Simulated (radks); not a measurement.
Results of a calculation; reference values are marked as such.
Species: Pd III. Configuration: [Kr] 4d6.5 5s1.5 (fractional occupations, a model configuration).

Level of theory: Dirac Kohn-Sham, PBE, spin-unpolarised, spherical densities, finite nucleus; open shells are shared between the two j in proportion to 2j + 1; Fermi nuclear charge, rms radius 4.5318 fm (a radial shooting solver on a logarithmic mesh with Libxc functionals).

Energy parts (hartree):
total: -5045.26370
kinetic: 5269.88680
electron-nucleus: -12178.02762
Hartree: 2005.86418
exchange-correlation: -142.98707

Orbitals (lengths in bohr, moments of r in powers of bohr):
orbital	occ.	eigenvalue (hartree)	<1/r>	<r^2>
1s1/2	2	-888.7832	48.24	0.001371
2s1/2	2	-130.8048	11.09	0.02250
2p1/2	2	-121.4190	11.07	0.01685
2p3/2	4	-115.5617	10.43	0.01818
3s1/2	2	-24.59871	3.863	0.1645
3p1/2	2	-20.89498	3.768	0.1603
3p3/2	4	-19.87361	3.613	0.1695
3d3/2	4	-13.31846	3.445	0.1509
3d5/2	6	-13.11474	3.405	0.1537
4s1/2	2	-4.32878	1.477	0.9919
4p1/2	2	-3.17028	1.361	1.147
4p3/2	4	-3.00046	1.314	1.213
4d3/2	2.6	-1.23186	1.024	2.001
4d5/2	3.9	-1.21055	1.013	2.044
5s1/2	1.5	-0.83721	0.5213	6.914

The highest occupied level is 5s1/2 at -22.782 eV. The electron density at the nucleus is 1.329e+05 e/bohr^3. Summed over all electrons, <r^2> = 35.68 bohr^2, which gives a Langevin (diamagnetic) susceptibility term of -28.3 x 10^-6 cm^3/mol. The density falls to 0.001 e/bohr^3 at r = 3.85 bohr.
